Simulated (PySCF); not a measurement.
HS2, doublet, at a GFN2-xTB geometry of the parent state (the spin is typed, not shown lowest); CAMB3LYP/def2-SV(P) run with PySCF.

PySCF was given this input:
```python
from pyscf import gto, scf, dft

mol = gto.M(
    atom='''
S     0.94876560   -0.46405471   -0.02036612
S    -0.84298599    0.49843737    0.01866237
H    -1.69247382   -0.55012270    0.02725995
''',
    basis='def2-sv(p)',
    spin=1,
    verbose=5,
)

mf = dft.ROKS(mol)
mf.xc = 'camb3lyp'
mf.kernel()
```

**Question.** Predict the main parts of the log of this PySCF run.

**Answer.** 
```
PySCF version 2.14.0

[INPUT] verbose = 5
[INPUT] max_memory = 4000
[INPUT] num. atoms = 3
[INPUT] num. electrons = 33
[INPUT] charge = 0
[INPUT] spin (= nelec alpha-beta = 2S) = 1
[INPUT] symmetry False subgroup None
[INPUT] Mole.unit = angstrom
[INPUT] Symbol           X                Y                Z      unit          X                Y                Z       unit  Magmom
[...]
[INPUT] ---------------- BASIS SET ----------------
[INPUT] l, kappa, [nprim/nctr], expnt,             c_1 c_2 ...
[INPUT] H
[...]
                                1.9622572         0.13796524
                                0.44453796        0.47831935
[...]
[INPUT] S
[...]
                                1381.5105503      -0.016683029937
                                313.8714758       -0.075262436116
                                88.053870623      -0.19376827038
                                27.039914905      -0.17718020803
[...]
                                4.9664522326      0.65066293018
                                2.0116242047      0.59712155354
[...]
                                61.306894736      -0.066547669241
                                19.103729887      -0.24828595903
                                6.6567720378      -0.48703847402
                                2.3959635161      -0.39337850312
[...]
nuclear repulsion = 76.0707399301236
number of shells = 18
number of NR pGTOs = 76
number of NR cGTOs = 38
basis = def2-sv(p)
ecp = {}

******** <class 'pyscf.dft.roks.ROKS'> ********
method = ROKS
initial guess = minao
damping factor = 0
level_shift factor = 0
DIIS = <class 'pyscf.scf.diis.CDIIS'>
diis_start_cycle = 1
diis_space = 8
diis_damp = 0
SCF conv_tol = 1e-09
SCF conv_tol_grad = None
SCF max_cycles = 50
direct_scf = True
direct_scf_tol = 1e-13
num. doubly occ = 16  num. singly occ = 1
XC library pyscf.dft.libxc version 7.1.2
    S. Lehtola, C. Steigemann, M. J. T. Oliveira, and M. A. L. Marques,  SoftwareX 7, 1–5 (2018)
XC functionals = camb3lyp
    T. Yanai, D. P. Tew, and N. C. Handy,  Chem. Phys. Lett. 393, 51 (2004)
radial grids:
    Treutler-Ahlrichs [JCP 102, 346 (1995); DOI:10.1063/1.469408] (M4) radial grids

becke partition: Becke, JCP 88, 2547 (1988); DOI:10.1063/1.454033
pruning grids: <function nwchem_prune>
grids dens level: 3
symmetrized grids: False
atomic radii adjust function: <function treutler_atomic_radii_adjust>
small_rho_cutoff = 0
Set gradient conv threshold to 3.16228e-05
atom S rad-grids = 80, ang-grids = [ 50  50  50  50  50  50  50  50  50  50  50  50  50  50  50  50  50  50
  50  50  50  50  50  50  86  86  86  86  86  86  86  86  86  86  86  86
  86 350 350 350 350 350 350 350 350 350 434 434 434 434 434 434 434 434
 434 434 434 434 434 434 434 434 434 434 350 350 350 350 350 350 350 350
 350 350 350 350 350 350 350 350]
atom H rad-grids = 50, ang-grids = [ 50  50  50  50  50  50  50  50  50  50  50  50  50  50  50  86  86  86
  86 266 266 266 266 266 302 302 302 302 302 302 302 302 302 302 302 302
 302 266 266 266 266 266 266 266 266 266 266 266 266 266]
tot_boxes 1287, boxes in each direction [11  9  7]
Padding 0 grids
tot grids = 47568
nelec by numeric integration = [16.4839189 16.4839189]
E1 = -1250.7294719262782  E2 = 377.9567320410871  Ecoul = 429.56486807261416  Exc = -51.608136031527096
init E= -796.701999955068
cond(S) = 133.99622973070885
[...]
                  Roothaan           | alpha              | beta
  Highest 2-occ = -0.281922188244792 | -0.281922188244792 | -0.281922188244792
  Lowest 0-occ =  -0.0428692034263347 | -0.0428692034263306 | -0.0428692034263306
  1-occ =         -0.232528921973648 | -0.232528921973645 | -0.232528921973645
  Roothaan mo_energy =
[-8.89508320e+01 -8.89464369e+01 -8.07581677e+00 -8.06813863e+00
 -6.03757418e+00 -6.03666400e+00 -6.03488232e+00 -6.03139471e+00
 -6.02936237e+00 -6.02935229e+00 -9.84980812e-01 -7.40473058e-01
 -4.97472994e-01 -4.15787744e-01 -3.84445547e-01 -2.81922188e-01
[...]
  8.18118114e-01  9.43368012e-01  9.65642871e-01  9.76263496e-01
  1.08551455e+00  1.30761026e+00]
nelec by numeric integration = [16.99999826 15.99999833]
E1 = -1251.312366563021  E2 = 378.5263959563655  Ecoul = 430.24380980134623  Exc = -51.71741384498077
cycle= 8 E= -796.715230676532  delta_E= -6.46e-08  |g|= 4.99e-05  |ddm|= 0.000704
[...]
                  Roothaan           | alpha              | beta
  Highest 2-occ = -0.309963907927465 | -0.315702290600255 | -0.304228585243834
  Lowest 0-occ =   0.032076595345633 | 0.0264728415598052 | 0.0376734539143899
  1-occ =         -0.200344597748024 | -0.309801260714888 | -0.090891043206447
  Roothaan mo_energy =
[-8.89676439e+01 -8.89336209e+01 -8.06423627e+00 -8.02874808e+00
 -6.03380973e+00 -6.02953995e+00 -6.02519921e+00 -5.99964766e+00
 -5.99595248e+00 -5.98681752e+00 -8.91468640e-01 -7.14072722e-01
 -5.06385978e-01 -4.25790297e-01 -3.91701779e-01 -3.09963908e-01
 -2.00344598e-01  3.20765953e-02  6.61187975e-02  3.63344350e-01
  3.99334065e-01  4.89155314e-01  5.45073617e-01  5.70221097e-01
  5.90393107e-01  6.77097686e-01  7.28399865e-01  7.33235071e-01
  7.50937817e-01  7.55923530e-01  7.57603352e-01  7.70005397e-01
  8.18112004e-01  9.43362228e-01  9.65636187e-01  9.76257352e-01
  1.08551231e+00  1.30760242e+00]
nelec by numeric integration = [16.99999826 15.99999833]
E1 = -1251.3126948623446  E2 = 378.5267242541122  Ecoul = 430.2441556509688  Exc = -51.717431396856654
cycle= 9 E= -796.715230678109  delta_E= -1.58e-09  |g|= 2e-05  |ddm|= 0.000106
[...]
                  Roothaan           | alpha              | beta
  Highest 2-occ = -0.309960901944835 | -0.315696148962537 | -0.304222036411595
  Lowest 0-occ =  0.0320776843720012 | 0.0264781595923143 | 0.0376788899619299
  1-occ =         -0.200341462250371 |  -0.30979613762545 | -0.0908841360723008
  Roothaan mo_energy =
[-8.89676493e+01 -8.89336173e+01 -8.06424048e+00 -8.02874320e+00
 -6.03381375e+00 -6.02954434e+00 -6.02520367e+00 -5.99964277e+00
 -5.99594756e+00 -5.98681309e+00 -8.91467993e-01 -7.14072445e-01
 -5.06387472e-01 -4.25789856e-01 -3.91703026e-01 -3.09960902e-01
 -2.00341462e-01  3.20776844e-02  6.61161756e-02  3.63342670e-01
  3.99335357e-01  4.89155086e-01  5.45074306e-01  5.70222260e-01
  5.90392712e-01  6.77096496e-01  7.28398770e-01  7.33238057e-01
  7.50941937e-01  7.55926183e-01  7.57606398e-01  7.70007293e-01
  8.18111505e-01  9.43362044e-01  9.65636910e-01  9.76257856e-01
  1.08551073e+00  1.30760351e+00]
nelec by numeric integration = [16.99999826 15.99999833]
E1 = -1251.3126469876722  E2 = 378.52667637922127  Ecoul = 430.24410560268115  Exc = -51.717429223459874
cycle= 10 E= -796.715230678327  delta_E= -2.19e-10  |g|= 3.62e-06  |ddm|= 3.55e-05
[...]
                  Roothaan           | alpha              | beta
  Highest 2-occ = -0.309961566373774 | -0.315698588748444 | -0.304224543999115
  Lowest 0-occ =  0.0320775375948676 | 0.0264771884281807 | 0.0376778867615495
  1-occ =         -0.200342075864625 | -0.309797860589741 | -0.0908862554181312
  Roothaan mo_energy =
[-8.89676480e+01 -8.89336178e+01 -8.06423957e+00 -8.02874422e+00
 -6.03381281e+00 -6.02954345e+00 -6.02520266e+00 -5.99964368e+00
 -5.99594859e+00 -5.98681406e+00 -8.91468031e-01 -7.14072417e-01
 -5.06387088e-01 -4.25789981e-01 -3.91702837e-01 -3.09961566e-01
 -2.00342076e-01  3.20775376e-02  6.61169140e-02  3.63343247e-01
  3.99335222e-01  4.89155054e-01  5.45074147e-01  5.70222042e-01
  5.90392639e-01  6.77096764e-01  7.28399099e-01  7.33237451e-01
  7.50941128e-01  7.55925244e-01  7.57605600e-01  7.70007038e-01
  8.18111766e-01  9.43362191e-01  9.65636703e-01  9.76257610e-01
  1.08551128e+00  1.30760327e+00]
nelec by numeric integration = [16.99999826 15.99999833]
E1 = -1251.3126560471364  E2 = 378.52668543867145  Ecoul = 430.24411493641634  Exc = -51.71742949774489
Extra cycle  E= -796.715230678341  delta_E= -1.41e-11  |g|= 2.25e-06  |ddm|= 1.01e-05
converged SCF energy = -796.715230678341
```
